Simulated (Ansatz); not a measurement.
Consider the formal loss of a carbene: `B[CH2][AlH][OH]` → `[CH2]` (triplet) + `[BH2][AlH][OH]`.

Program: Ansatz. Geometries: PBE0-D4/def2-TZVP. ΔE: electronic, gas phase. CCSD(T)/CBS is the MP2 limit (def2-TZVPP, def2-QZVPP) plus CCSD(T) − MP2 in def2-TZVPP, frozen cores. This one scheme is used for every species. Functionals use def2-TZVPP. HSE06 is defined as in plane-wave codes. Triplets are unrestricted, without spin–orbit coupling. One conformer a species, not always the lowest.

```
        level  ΔE (eV)
     HSE06-D4     5.74
         BLYP     5.54
      r2SCAN0     5.53
HF/def2-QZVPP     4.05
```

Question: What does CCSD(T)/CBS give? (Best estimate.)

Answer: Computed: +5.74 eV. The listed levels differ from it by 0.00, -0.20, -0.21, -1.69 eV.

Largest T1 diagnostic among the species: 0.013.

Leaving LDA and LC-ωPBE aside and taking each functional with its dispersion term where it has one, the values, not all of them listed here, spread over 0.32 eV, from BHLYP-D4 to PBE-D4. LDA lies +0.85 eV from PBE without D4. In def2-TZVPP, CCSD(T) changes the Hartree–Fock value by +1.56 eV (the triples alone add +0.15 eV) and MP2 by +1.80 eV. From r2SCAN to r2SCAN0 (25 % exact exchange), in def2-TZVPP and without D4, ΔE moves by −0.07 eV.
